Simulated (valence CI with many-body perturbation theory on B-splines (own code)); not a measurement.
# Level structure of Zr⁸⁺

Level of theory: valence CI with perturbative core correlation (CI+MBPT): four valence electrons over a frozen Dirac-Fock core [Ar] 3d10, radial functions for each j: 11 s, 11 p, 9 d, 7 f, 5 g, 2 h, 1 i, with the one-electron correlation potential Σ1 (screened to all orders), the two-electron term Σ2, the three-electron term Σ3, Breit, model QED; selected single and double excitations, second order for the rest, scaled by the run's own slope (own B-spline code, finite nucleus).

No measured levels were compared; by estimate levels hold to about 250 cm⁻¹ or 0.2 % of their energy and the worst to 1 %, as in measured heavy ions of charge 2 to 7; those with d or f electrons hold less well. Among the levels kept, up to 350 cm⁻¹ of a level comes from second order outside the variational space, and about a tenth of that is noise between levels of different J, which matters for small intervals.

Levels 1 to 45 of 73, with energies above the lowest level, 4s2 4p2 3P_0. "Leading %" is the weight of the configuration and term that name the level; weights of strongly mixed levels are sums over their largest components and can fall short. Lifetimes count E1, E2, E3, M1 and M2 decay at the calculated energies, and are blank where another channel may lead or the interval is too uncertain; long ones can be off by a factor of two.

```csv
No.,Configuration,Term,J,E (eV),Leading %,Second component,g,Lifetime
1,4s2 4p2,3P,0,0.000,90,7 % 4s2 4p2 1S,,
2,4s2 4p2,3P,1,1.407,98,,1.501,41.0 ms
3,4s2 4p2,3P,2,2.353,74,23 % 4s2 4p2 1D,1.382,215 ms
4,4s2 4p2,1D,2,4.936,74,23 % 4s2 4p2 3P,1.118,7.13 ms
5,4s2 4p2,1S,0,8.272,89,7 % 4s2 4p2 3P,,1.40 ms
6,4s 4p3,5S°,2,20.266,96,,1.984,22.8 ns
7,4s 4p3,3D°,1,25.759,82,8 % 4s 4p3 3P°,0.591,462 ps
8,4s 4p3,3D°,2,25.807,80,11 % 4s 4p3 3P°,1.212,569 ps
9,4s 4p3,3D°,3,26.344,92,6 % 4s2 4p 4d 3D°,1.333,691 ps
10,4s 4p3,3P°,0,29.186,93,5 % 4s2 4p 4d 3P°,,240 ps
11,4s 4p3,3P°,1,29.369,84,7 % 4s 4p3 3D°,1.426,227 ps
12,4s 4p3,3P°,2,29.596,70,11 % 4s 4p3 3D°,1.421,253 ps
13,4s 4p3,1D°,2,32.804,65,22 % 4s2 4p 4d 1D°,1.049,126 ps
14,4s 4p3,3S°,1,35.045,68,26 % 4s 4p3 1P°,1.706,23.7 ps
15,4s 4p3,1P°,1,37.734,63,27 % 4s 4p3 3S°,1.277,29.9 ps
16,4s2 4p 4d,3F°,2,39.389,94,,0.679,484 ps
17,4s2 4p 4d,3F°,3,40.299,95,,1.087,616 ps
18,4s2 4p 4d,3F°,4,41.686,97,,1.250,
19,4s2 4p 4d,3P°,2,43.022,37,36 % 4s2 4p 4d 1D°,1.214,19.5 ps
20,4s2 4p 4d,3D°,1,43.990,47,40 % 4s2 4p 4d 3P°,0.957,14.5 ps
21,4s2 4p 4d,1D°,2,44.634,35,27 % 4s2 4p 4d 3P°,1.177,17.6 ps
22,4s2 4p 4d,3P°,0,45.164,92,5 % 4s 4p3 3P°,,19.5 ps
23,4s2 4p 4d,3P°,1,45.522,50,40 % 4s2 4p 4d 3D°,1.056,15.2 ps
24,4s2 4p 4d,3D°,3,45.747,86,6 % 4s 4p3 3D°,1.318,12.7 ps
25,4s2 4p 4d,3D°,2,45.833,60,27 % 4s2 4p 4d 3P°,1.264,14.1 ps
26,4s2 4p 4d,1F°,3,49.102,92,,1.011,10.9 ps
27,4s2 4p 4d,1P°,1,49.884,86,6 % 4s 4p3 1P°,0.986,16.4 ps
28,4p4,3P,2,53.296,61,17 % 4s 4p2 4d 3P,1.408,105 ps
29,4p4,3P,1,55.169,72,23 % 4s 4p2 4d 3P,1.499,93.7 ps
30,4p4,3P,0,55.204,66,20 % 4s 4p2 4d 3P,,90.3 ps
31,4p4,1D,2,55.943,60,17 % 4s 4p2 4d 1D,1.092,155 ps
32,4s 4p2 4d,5F,1,58.265,94,,0.056,3.53 ns
33,4s 4p2 4d,5F,2,58.545,89,8 % 4s 4p2 4d 5D,1.044,2.89 ns
34,4s 4p2 4d,5F,3,59.012,85,12 % 4s 4p2 4d 5D,1.282,2.55 ns
35,4s 4p2 4d,5F,4,59.717,88,11 % 4s 4p2 4d 5D,1.364,19.9 ns
36,4s 4p2 4d,5D,0,60.231,96,,,1.65 ns
37,4s 4p2 4d,5D,1,60.331,93,,1.457,888 ps
38,4s 4p2 4d,5D,2,60.470,84,8 % 4s 4p2 4d 5F,1.442,505 ps
39,4s 4p2 4d,5F,5,60.586,96,,1.394,31.9 ns
40,4s 4p2 4d,5D,3,60.675,74,12 % 4s 4p2 4d 5F,1.440,389 ps
41,4s 4p2 4d,5D,4,61.084,76,13 % 4s 4p2 4d 3F,1.449,10.8 ns
42,4p4,1S,0,61.547,65,19 % 4s 4p2 4d 1S,,111 ps
43,4s 4p2 4d,3F,2,62.164,91,,0.691,590 ps
44,4s 4p2 4d,3F,3,62.809,84,6 % 4s 4p2 4d 5D,1.117,440 ps
45,4s 4p2 4d,3F,4,63.814,78,13 % 4s 4p2 4d 5D,1.278,1.29 ns
```

Names give the largest LS component (configuration and term), which can be under half, so a name can repeat, a term be missing and a line seem to break the LS rules; names also repeat where a configuration has a term twice.

The ionisation energy to 4s2 4p 2P°_1/2 of the next ion comes out as 153.39 eV (NIST: 153 ± 2.2 eV (theoretical)). All 73 levels together are meant to be complete up to 71.316 eV.
